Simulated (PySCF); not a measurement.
# Reading the logs of faulty runs: CH6OSi2

These are calculations, not measurements. They come from PySCF 2.14.0, an open-source quantum chemistry program, on an isolated molecule that a program drew, which may never have been made. The molecule is CH6OSi2 (charge 0, singlet), drawn as the SMILES string `O=[SiH]C[SiH3]`.

Each row is a Hartree-Fock (HF) and frozen-core CCSD(T) single point in the cc-pV(D+d)Z basis, meant for a local HF minimum. Run 1 is clean. Each other run has one planted mistake out of seven kinds, and not every kind appears here: one electron removed, one electron added, multiplicity raised by two, geometry at a saddle point, minimal basis STO-3G, one bond length entered in bohr, all coordinates scaled. The reference is restricted for singlets and unrestricted otherwise, and also for a bond in bohr. Adding or removing an electron swaps singlet and doublet. Electrons count all cores. HOMO and LUMO are orbital energies over both spins, the gradient is its largest component, and the lowest frequency (negative if imaginary) is given only where the gradient is small. Bond lengths are over the 9 bonds as drawn. T1 is the CCSD diagnostic: over 0.02 (restricted) or 0.045 (unrestricted) a single reference is doubtful.

Geometry of the clean run:
```xyz
10
CH6OSi2, angstrom
O    -2.4806   -0.1067    2.5067
Si   -2.4492    0.1558    1.0315
C    -1.1084   -0.3452   -0.1368
Si    0.1394    0.9926   -0.6427
H    -3.5248    0.8767    0.3229
H    -1.5805   -0.7036   -1.0602
H    -0.5503   -1.1740    0.3094
H    -0.5799    2.1499   -1.2250
H     0.9050    1.4461    0.5381
H     1.0646    0.4384   -1.6543
```

```
run,electrons,basis functions,<S^2>,HOMO (eV),LUMO (eV),gradient (hartree/bohr),lowest frequency (cm^-1),mean bond (Å),longest bond (Å),T1,HF (hartree),CCSD(T) (hartree),mistake
1,48,104,0.000,-11.45,2.03,2.8e-05,46,1.4834,1.898,0.0181,-694.10176,-694.69408,no fault
2,48,104,0.000,-11.68,2.47,1.4e-01,-,1.4004,1.792,0.0157,-694.06501,-694.64585,all coordinates scaled
3,47,104,0.760,-17.17,-6.16,1.6e-01,-,1.4834,1.898,0.0312,-693.78892,-694.32804,one electron removed
4,48,104,2.020,-5.97,0.26,2.0e-01,-,1.4834,1.898,0.0255,-693.97896,-694.52786,multiplicity raised by two
5,49,104,0.768,0.61,7.80,6.0e-02,-,1.4834,1.898,0.0180,-694.05229,-694.65459,one electron added
6,48,34,0.000,-7.67,7.65,4.0e-02,-,1.4834,1.898,0.0172,-685.88474,-686.14927,?
```

**Which mistake was planted in run 6, and what did it cost?**

It has 34 basis functions where the clean run has 104, with the same electrons and geometry. So the mistake is: minimal basis STO-3G. Subtracting run 1 and multiplying by 627.51 kcal/mol a hartree, the energy moved by 5156.3 kcal/mol in HF and 5361.9 kcal/mol in CCSD(T).

Cautions from the logs. Run 5: the HOMO is above zero, so the electron isn't bound and the energy depends on the basis.
